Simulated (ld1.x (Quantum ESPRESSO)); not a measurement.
**An all-electron radial function and its pseudo partner (cadmium (Cd))**

Columns: radius, all-electron u(r) and pseudo u(r) of the 5s shell (level -9.23 eV) of cadmium in the configuration [Kr] 4d10 5s1.5 5p0; PBE, scalar-relativistic, TM scheme, ld1.x (Quantum ESPRESSO) 7.5.

```
r (bohr)  all-electron  pseudo
   0.152        0.0009  0.0165
   0.305        0.1771  0.0350
   0.458       -0.0867  0.0573
   0.610       -0.2827  0.0857
   0.762       -0.2899  0.1228
   0.915       -0.1682  0.1715
   1.068        0.0045  0.2331
   1.220        0.1776  0.3065
   1.372        0.3287  0.3883
   1.525        0.4506  0.4717
   1.678        0.5420  0.5469
   1.830        0.6054  0.6059
   1.982        0.6456  0.6456
   2.135        0.6671  0.6671
   2.288        0.6732  0.6732
   2.440        0.6674  0.6674
   2.592        0.6525  0.6525
   2.745        0.6308  0.6308
   2.898        0.6042  0.6042
   3.050        0.5745  0.5745
   3.202        0.5427  0.5427
   3.355        0.5097  0.5097
   3.508        0.4764  0.4764
   3.660        0.4437  0.4437
   3.812        0.4118  0.4118
   3.965        0.3809  0.3809
```

Q: How many radial nodes do the two functions have?

A: The all-electron 5s function has n − l − 1 = 4 (the table is too coarse to show those close to the nucleus); the pseudo-wave has 0, since the states of the same l below it are removed with the core.

Q: At about which radius was the pseudo-wave matched?

A: 2.25 bohr. The columns agree to 0.0005 from 1.83 bohr on; several derivatives are matched, so the curves merge somewhat inside the radius.

Q: Where does each function peak?

A: Outermost all-electron maximum near 2.29 bohr, pseudo maximum near 2.29 bohr (to the table’s step).

Q: Is the pseudo-wave norm-conserving?

A: Yes: the TM scheme keeps the norm inside the radius equal to the all-electron one, which fixes the energy derivative of the logarithmic derivative at the level.
